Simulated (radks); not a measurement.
Values are calculated unless marked as measured or tabulated.
Problem. Ionisation of Fe3+, [Ar] 3d5, to Fe4+, [Ar] 3d4, under several functionals. Scalar-relativistic Kohn-Sham, spin-polarised, spherical densities, finite nucleus; open shells are filled with parallel spins first; a radial shooting solver on a logarithmic mesh with Libxc functionals. The NIST Atomic Spectra Database gives 54.91 eV (measured). Rank these functionals by the error of their Delta-SCF ionisation energy: exchange-only r2SCAN; revPBE; Wu-Cohen GGA; XLYP; BP86; PW91; exchange-only B88; OLYP; MS2 meta-GGA; RPBE; BLYP.

Solution. From best to worst: XLYP 54.926 eV (+0.016); BLYP 54.887 eV (-0.023); revPBE 54.986 eV (+0.076); RPBE 54.989 eV (+0.079); MS2 meta-GGA 55.032 eV (+0.122); BP86 55.052 eV (+0.142); Wu-Cohen GGA 55.083 eV (+0.173); PW91 55.166 eV (+0.256); exchange-only r2SCAN 54.559 eV (-0.351); OLYP 55.379 eV (+0.469); exchange-only B88 54.032 eV (-0.878). Open shells are spherical and high-spin; term and fine-structure splittings are not resolved.
